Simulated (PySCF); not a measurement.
# Functional dependence of a UV spectrum

Species: C₂H₁₀OSi₂.
SMILES: `C([SiH3])C[SiH2]O`

Linear-response calculations in the def2-SVPD basis (PySCF; singlets by full response, triplets Tamm–Dancoff, core orbitals frozen in the response; HF means time-dependent Hartree–Fock). 'Strongest' is the level of largest summed f among the singlets computed (10 roots, of which the last may lack a degenerate partner); it can jump between rows when another state enters that window. S1 is the lowest singlet of each run and needn't be the same state throughout; f(S1) is that of one state. The structure is a single PBE0-D3(BJ)/def2-SVP conformer in the gas phase; no vibrational or solvent corrections.

```
functional                               kind  S1 (eV)  f(S1)  strongest (eV)  T1 (eV)  HOMO (eV)  gap (eV)  ionisation energy, ΔSCF (eV)
       LDA                                LDA     5.98  0.035            7.32     5.85      -6.81      5.91                          9.56
       PBE                                GGA     6.04  0.029            7.35     5.89      -6.73      5.99                          9.46
     B3LYP  global hybrid, 20% exact exchange     6.70  0.038            7.93     6.52      -7.74      7.52                          9.78
      PBE0  global hybrid, 25% exact exchange     6.93  0.049            8.16     6.69      -7.93      8.00                          9.78
 CAM-B3LYP             range-separated hybrid     7.25  0.004            8.55     6.89      -9.27     10.09                          9.98
   wB97X-D             range-separated hybrid     7.42  0.004            8.71     7.12      -9.77     11.53                          9.94
   LC-wPBE             range-separated hybrid     7.66  0.002            8.00     7.19     -10.59     12.51                         10.16
        HF                       Hartree–Fock     8.62  0.011            9.70     7.97     -10.86     13.13                   not settled
```

**Question.** What does BHandHLYP (global hybrid, 50% exact exchange) give?

**Answer.** S1 (eV) 7.58, f(S1) 0.056, strongest (eV) 8.75, T1 (eV) 7.26, HOMO (eV) -9.08, gap (eV) 9.77, ionisation energy, ΔSCF (eV) 9.96. S1 runs from 5.98 eV (LDA) to 8.62 eV (HF), a spread of 2.63 eV, while the orbital gap spreads over 7.2 eV. Along PBE (0%), B3LYP (20%), PBE0 (25%), BHandHLYP (50%), HF (100%) S1 rises with the share of exact exchange. −ε(HOMO) comes closest to its own ΔSCF ionisation energy with wB97X-D (-0.17 eV) and misses most with LDA (-2.75 eV). 'Not settled' means that the ion's SCF failed to converge or may have ended in another state than the lowest.

Without π bonds the low states are Rydberg-like; a valence basis with one diffuse set may place them up to an eV too high.
